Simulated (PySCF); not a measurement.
Trimethylaluminum, C₃H₉Al.
SMILES with atom numbers: `[CH3:1][Al:2]([CH3:3])[CH3:4]` (hydrogens: H5, H6, H7 on C1; H8, H9, H10 on C3; H11, H12, H13 on C4)

Level: CAM-B3LYP/def2-SVPD in PySCF, non-relativistic, on one gas-phase PBE0-D3(BJ)/def2-SVP geometry that isn't relaxed in the solvent. The solvent is an IEF-PCM continuum (cavity from Bondi-type radii × 1.2), and excitations are vertical TDDFT with non-equilibrium linear response and a frozen core. Only the electrostatic response of the medium enters.

Gas-phase singlets (H = HOMO, L = LUMO):

```json
{"state": "S1", "E (eV)": "5.798", "λ (nm)": "214", "f": "0.000", "leading configurations": "H-1→L+1 81%, H→L+1 11%"}
{"state": "S2", "E (eV)": "5.804", "λ (nm)": "214", "f": "0.000", "leading configurations": "H→L+1 81%, H-1→L+1 11%"}
{"state": "S3", "E (eV)": "6.625", "λ (nm)": "187", "f": "0.100", "leading configurations": "H→L 85%"}
{"state": "S4", "E (eV)": "6.634", "λ (nm)": "187", "f": "0.118", "leading configurations": "H-1→L 85%"}
{"state": "S5", "E (eV)": "7.996", "λ (nm)": "155", "f": "0.001", "leading configurations": "H→L+2 48%, H-1→L+3 37%"}
```

Task: What are the lowest 5 singlets in dichloromethane (ε = 8.93)?

Result: 
```csv
state,E (eV),λ (nm),f,leading configurations,change by rank (eV)
S1,6.019,206,0.000,"H-1→L+1 72%, H→L+1 25%",+0.221
S2,6.031,206,0.000,"H→L+1 72%, H-1→L+1 25%",+0.227
S3,6.673,186,0.138,H→L 86%,+0.048
S4,6.675,186,0.156,H-1→L 86%,+0.041
S5,7.936,156,0.001,"H→L+2 40%, H-1→L+3 32%, H-1→L+2 9%",-0.060
```

Task: What are the lowest 5 singlets in water (ε = 78.36)?

Result: 
| state | E (eV) | λ (nm) | f | leading configurations | change by rank (eV) |
| --- | --- | --- | --- | --- | --- |
| S1 | 6.073 | 204 | 0.000 | H-1→L+1 61%, H→L+1 37% | +0.275 |
| S2 | 6.085 | 204 | 0.000 | H→L+1 61%, H-1→L+1 37% | +0.281 |
| S3 | 6.693 | 185 | 0.136 | H→L 83%, H-1→L 9% | +0.068 |
| S4 | 6.696 | 185 | 0.152 | H-1→L 83%, H→L 9% | +0.062 |
| S5 | 7.933 | 156 | 0.001 | H→L+2 34%, H-1→L+3 27%, H-1→L+2 15% | -0.063 |

Task: The ground-state energy changes by -0.117 eV from gas to water. By how much does the total energy of gas-phase S1 change?

Result: E(S1) = E(S0) + excitation energy, so it changes by -0.117 + 0.275 = +0.158 eV: it isn't lowered at all, while the ground state is. This is the vertical state, with the slow part of the continuum still set for S0.

Task: How do the frontier levels move from gas to water?

Result: 
```
orbital  gas (eV)  solvent (eV)  change (eV)
 LUMO+2      1.98          2.10        +0.12
 LUMO+1      0.56          1.04        +0.48
   LUMO      0.44          0.70        +0.26
   HOMO     -8.97         -8.78        +0.19
 HOMO-1     -8.97         -8.78        +0.19
 HOMO-2    -11.90        -11.69        +0.21
 HOMO-3    -11.92        -11.75        +0.17
```

The HOMO–LUMO gap goes from 9.40 to 9.48 eV. Rows go by rank; for LUMO+2 the atom shares or the degeneracy differ between the runs, so the row needn't follow one orbital.
